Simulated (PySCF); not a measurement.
FK, charge +1, multiplicity 2. Atoms are numbered in the order given.

```xyz
2

K      0.0000     0.0000    -0.9520
F      0.0000     0.0000     2.0098
```
Charge +1, spin multiplicity 2.

Coordinates come from a B3LYP-D3(BJ)/def2-TZVPD optimisation. The multiplicity is an assumed one; other spin states were not compared.

All values below come from ωB97X/def2-TZVPD (PySCF).

The molecule is in vacuum.

```
Quantity                                                           Result
------------------------------------------------  -----------------------
total energy                                           -699.50625 hartree
point group                                                           C∞v
α spin, highest occupied and lowest empty level       -20.94 and -3.63 eV
β spin, highest occupied and lowest empty level       -20.03 and -9.10 eV
dipole moment about the centre of nuclear charge                   4.21 D
⟨S²⟩                                              0.752 (pure state 0.75)
```
